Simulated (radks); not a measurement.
Question: Species: Er65+. Configuration: [He] 2s1 (the NIST ground configuration). Calculated with a radial shooting solver on a logarithmic mesh with Libxc functionals: non-relativistic Kohn-Sham, TPSS, spin-polarised, spherical densities, point nucleus; open shells are filled with parallel spins first (spin-orbit coupling, left out, can overturn this in heavy ions); meta-GGA in the generalised Kohn-Sham scheme; relativity is left out, which matters for an element this heavy. Some entries of the table are withheld. Estimate them.

orbital  occ.  eigenvalue (hartree)  r(max) (bohr)  <1/r> (bohr^-1)
1s up       1                   (1)        0.01476            67.67
1s down     1                   (2)        0.01477            67.66
2s up       1             -547.6970        0.07825              (3)

Answer: 
(1) 1s up eigenvalue (hartree): -2241.781
(2) 1s down eigenvalue (hartree): -2241.104
(3) 2s up <1/r> (bohr^-1): 16.65
